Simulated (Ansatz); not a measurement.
All numbers were calculated with Ansatz.

C$_{5}$H$_{7}$ClO$_{2}$Zn, SMILES `CC1=CC(C)=[O+][Zn-]([Cl])[O]1` at its PBE0-D4/def2-TZVP geometry, where that method's forces vanish. Total charge 0; spin multiplicity 1.

```json
{"atom": "C1", "x (Å)": "1.250", "y (Å)": "0.810", "z (Å)": "-2.153"}
{"atom": "C2", "x (Å)": "0.720", "y (Å)": "-0.005", "z (Å)": "-1.015"}
{"atom": "C3", "x (Å)": "-0.139", "y (Å)": "0.591", "z (Å)": "-0.087"}
{"atom": "C4", "x (Å)": "-0.710", "y (Å)": "-0.040", "z (Å)": "1.022"}
{"atom": "C5", "x (Å)": "-1.614", "y (Å)": "0.740", "z (Å)": "1.924"}
{"atom": "O6", "x (Å)": "-0.535", "y (Å)": "-1.254", "z (Å)": "1.355"}
{"atom": "Zn7", "x (Å)": "0.579", "y (Å)": "-2.467", "z (Å)": "0.364"}
{"atom": "Cl8", "x (Å)": "1.059", "y (Å)": "-4.508", "z (Å)": "0.667"}
{"atom": "O9", "x (Å)": "1.113", "y (Å)": "-1.214", "z (Å)": "-0.991"}
{"atom": "H10", "x (Å)": "0.963", "y (Å)": "0.335", "z (Å)": "-3.094"}
{"atom": "H11", "x (Å)": "2.342", "y (Å)": "0.805", "z (Å)": "-2.115"}
{"atom": "H12", "x (Å)": "0.889", "y (Å)": "1.836", "z (Å)": "-2.137"}
{"atom": "H13", "x (Å)": "-0.383", "y (Å)": "1.632", "z (Å)": "-0.241"}
{"atom": "H14", "x (Å)": "-1.735", "y (Å)": "1.773", "z (Å)": "1.605"}
{"atom": "H15", "x (Å)": "-2.590", "y (Å)": "0.250", "z (Å)": "1.958"}
{"atom": "H16", "x (Å)": "-1.210", "y (Å)": "0.715", "z (Å)": "2.939"}
```

Problem. For each bond, give half the difference of the two atoms' forces along it (eV/Å; positive pushes the atoms apart) under PBE-D4, r2SCAN-D4, B3LYP-D4, ωB97M-V in def2-TZVPP. (Best estimate.)

Solution. The calculation gave: 
```tsv
bond	length (Å)	PBE-D4	r2SCAN-D4	B3LYP-D4	ωB97M-V
C1–C2	1.496	-0.15	-0.03	0.06	0.16
C1–H10	1.093	0.11	-0.02	-0.06	-0.09
C1–H12	1.088	0.10	-0.04	-0.06	-0.08
C2–C3	1.398	-0.12	-0.06	-0.05	-0.02
C2–O9	1.272	0.75	0.44	0.26	0.10
C3–H13	1.081	0.08	-0.05	-0.11	-0.12
C4–C5	1.496	-0.15	-0.03	0.06	0.16
C4–O6	1.272	0.75	0.44	0.26	0.10
C5–H14	1.088	0.10	-0.04	-0.06	-0.08
C5–H15	1.093	0.11	-0.02	-0.06	-0.09
C5–H16	1.093	0.11	-0.02	-0.06	-0.09
O6–Zn7	1.922	-0.08	-0.15	-0.03	-0.01
Zn7–Cl8	2.119	-0.07	-0.08	0.08	0.00
Zn7–O9	1.922	-0.08	-0.15	-0.03	-0.01
```

B3LYP here is the variant with VWN-RPA as its local correlation; programs differ in this.
